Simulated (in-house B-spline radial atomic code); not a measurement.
Zn⁺. Computed with a B-spline radial atomic code. Model: non-relativistic spherical atom: semilocal Troullier-Martins pseudo-atom, one channel per l, against all electrons, high spin, G0W0 and RPA with empty states to l = 8, local potential for every l without a channel, a model core (radius 0 = none) keeps its share of the functional.

What the tables leave out is listed at the end.

The pseudopotential gives back the lowest level of each angular momentum of its own functional in the configuration it was made in; a second state of the same l is only approximately right. Exact exchange, RPA and GW see the smooth pseudo-orbitals and miss the exchange with the core, for which the functional's share stands in. The column with an uncorrelated core keeps all orbitals and exact exchange, and so separates missing core correlation from pseudisation. Only the three outermost levels and the lowest empty one were computed. RPA here is direct RPA, with no exchange kernel, and its energies carry an (l + 1/2)⁻⁴ tail. A hybrid on a potential with a model core restores only its own semilocal share of the core's exchange.

Command:
```bash
python run_psgw.py task.json out
```
Settings (lengths in bohr, energies in hartree):
```
Z                      30
electrons              29
configuration          [Ar] 3d10 4s1
generated_in           [Ar] 3d10 4s2
functional             pbe,pbe
core_shells            5
radius_factor          0.9
core_correction        True
ion_configuration      [Ar] 3d10
```

Run time, properties included: 31 s on 1 thread of AMD EPYC 7R43 64-Core Processor (Zen 3), on a shared host.

Given: made with PBE; model core radius 0.36 bohr; local radius 1.704 bohr; mean-field start PBE.

Valence shells of the generating configuration: 3d, 4s.

Channel: s 1.929, p 2.763, d 1.517 (radii in bohr).

Computed: largest level miss in the spin-unpolarised generating configuration 0 eV; valence RPA correlation energy pseudo -0.9432 hartree; all-electron RPA polarisability, core included 13.603 bohr³; pseudo-atom RPA polarisability 13.587 bohr³; ionisation by mean-field all-electron 18.373 eV; ionisation by mean-field pseudo minus all 0.026 eV; ionisation by RPA pseudo minus all 1.1 eV.

```tsv
level	occupied	mean-field all-electron (eV)	mean-field pseudo minus all (eV)	G0W0 all-electron (eV)	G0W0 uncorrelated core minus all (eV)	G0W0 pseudo minus all (eV)	exchange self-energy all-electron (eV)	exchange self-energy pseudo (eV)
4s up	1	-14.226	-0.01	-18.383	-0.038	-0.38	-13.346	-12.119
4s down (empty)	0	-13.031	-0.015	-9.4789	-0.032	-0.476	-3.1932	-1.9832
```

(1) What is the valence RPA correlation energy all-electron orbitals?

(2) What is the ionisation by RPA all-electron?

Given: mean-field start PBE0.

Computed: valence RPA correlation energy all-electron orbitals -0.67761 hartree; valence RPA correlation energy pseudo -0.91467 hartree; all-electron RPA polarisability, core included 12.026 bohr³; pseudo-atom RPA polarisability 11.872 bohr³; ionisation by mean-field pseudo minus all 0.355 eV; ionisation by RPA pseudo minus all 1.178 eV.

```csv
level,occupied,mean-field all-electron (eV),mean-field pseudo minus all (eV),G0W0 all-electron (eV),G0W0 uncorrelated core minus all (eV),G0W0 pseudo minus all (eV),exchange self-energy all-electron (eV),exchange self-energy pseudo (eV)
4s up,1,-14.972,-0.316,-18.229,-0.034,-0.684,-13.086,-12.203
3d down,1,-22.777,1.625,-27.905,-0.173,5.149,-52.383,-32.914
4s down (empty),0,-11.606,-0.307,-9.2215,-0.026,-0.663,-2.8604,-1.9214
```

(3) What is the ionisation by RPA all-electron?

(4) What is the ionisation by mean-field all-electron?

## Answers

(1) -0.71871 hartree.

(2) 18.242 eV.

(3) 18.107 eV.

(4) 17.99 eV.

Among the listed levels the largest G0W0 shift of the pseudo-atom is +5.15 eV, for 3d down on the PBE0 start, while leaving the core uncorrelated moves that level by -0.17 eV. So pseudisation and the lost core exchange, not the missing core correlation, make the error. Not in the tables (levels of low weight, unsolved or above zero; the highest and the empty levels are kept at any weight): on PBE the G0W0 levels 3d down (pseudo minus all +4.78 eV, weights 0.82 and 0.64), 3d up (pseudo minus all +4.20 eV, weights 0.78 and -0.73); on PBE0 the G0W0 levels 3d up (pseudo minus all +5.10 eV, weights 0.84 and 0.58); no Hartree-Fock pseudo-atom is run with a model core.
